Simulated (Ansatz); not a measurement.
A geometry relaxed with CAM-B3LYP-D3(BJ)/def2-TZVP (Ansatz, an electronic-structure program), charge 0, multiplicity 1:

```xyz
9

H     -0.0719     2.0795    -0.5724
B     -0.1539     0.1721    -0.0342
N      1.2483    -0.0540    -0.0948
H     -0.7926    -1.7869     0.5654
N     -1.0598    -0.8505     0.3299
O     -0.7061     1.4047    -0.3283
H      1.9144     0.6515    -0.3486
H     -2.0470    -0.6763     0.3676
H      1.6686    -0.9401     0.1154
```

Question: Write the SMILES of this molecule.

Answer: `NB(N)O`
